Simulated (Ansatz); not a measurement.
[Se3]- (Se3⁻), relaxed as a doublet with UKS PBE-D4/def2-TZVPD in Ansatz, starting from the GFN2-xTB geometry. Force threshold 0.02 eV/Å.

Start:

Cartesian coordinates in Å:
```
Se 1.379 1.300 0.225
Se -0.639 0.457 -0.315
Se -0.739 -1.757 0.090
```

```tsv
step	energy (eV)	largest force component (eV/Å)	SCF passes
1	-196023.0464	0.684	18
2	-196023.0966	0.069	26
3	-196023.0991	0.012	20
```

Force components are those of the run's own axes.

End:

```xyz
3

Se    1.418    1.376    0.224
Se   -0.622    0.445   -0.306
Se   -0.796   -1.821    0.082
```

By distances, no bond broke or formed. The bond that changes most is Se1–Se2, from 2.25 to 2.30 Å (atoms count from 1).

No frequencies were taken in this run, so the end may be a saddle point.

It took 7 s on 4 threads of Arm Neoverse V1 on a shared host.
